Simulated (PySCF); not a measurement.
Method: TPSSh-D3(BJ)/def2-TZVP // BP86-D3(BJ)/def2-SVP in PySCF 2.14.0. All species are isolated molecules in the gas phase. One relaxed conformer stands for a flexible species; it need not be the lowest. 

Reference species: [W(=O)2(OH)2] (neutral, multiplicity 1).

```
Item                                                            Result
------------------------------------------------------------  --------
HOMO–LUMO gap                                                  5.58 eV
HOMO                                                          -7.90 eV
mean distance from the central atom to its bonded neighbours   1.813 Å
charge on the central atom (Mulliken)                           1.56 e
```

Changed species: [Mo(=O)2(OH)2] (M = Mo, dioxo; the reference has M = W, dioxo).

### Question
What does the change do to the HOMO–LUMO gap, HOMO, mean distance from the central atom to its bonded neighbours and charge on the central atom (Mulliken)?

### Answer
the HOMO–LUMO gap decreases by 0.45 eV, to 5.13 eV; the HOMO decreases by 0.22 eV, to -8.12 eV; the mean distance from the central atom to its bonded neighbours decreases by 0.022 Å, to 1.791 Å; the charge on the central atom (Mulliken) increases by 0.28 e, to 1.84 e.
